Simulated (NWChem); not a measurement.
Molecule: CuHSCl, doublet; SMILES [Cl][Cu][SH]

```xyz
4

Cu     0.0279     0.0063     0.0000
Cl    -0.0163    -2.0846     0.0000
S      0.0719     2.1313     0.0000
H     -1.2738     2.2947     0.0000
```
Atoms are numbered in this order, from 1.

Level: PBE0/def2-SVP, spin-unrestricted (NWChem), optimised geometry, unscaled harmonic frequencies. In the optimisation the excess spin sits in a" (Cs, its own frame). The spin multiplicity was typed, not searched, and may not be the lowest.

Task: List the harmonic frequencies with IR intensities, and the thermochemistry.

Result: 
```tsv
frequency (cm⁻¹)	IR intensity (km/mol)
66	9.8
104	6.1
330	3.7
472	21.9
553	21.4
2691	7.5
```

```yaml
zero_point_energy: 6.0 kcal/mol
thermal correction to the enthalpy at 298.15 K (with zero-point energy): 9.9 kcal/mol
heat capacity Cv: 13.9 cal/(mol K)
"entropy at 298.15 K and 1 atm (symmetry number 1, electronic part: spin degeneracy alone)": 75.6 cal/(mol K)
dipole_moment: 2.98 D
```

Rigid rotor and harmonic oscillator; modes under 100 cm⁻¹ make the entropy uncertain.
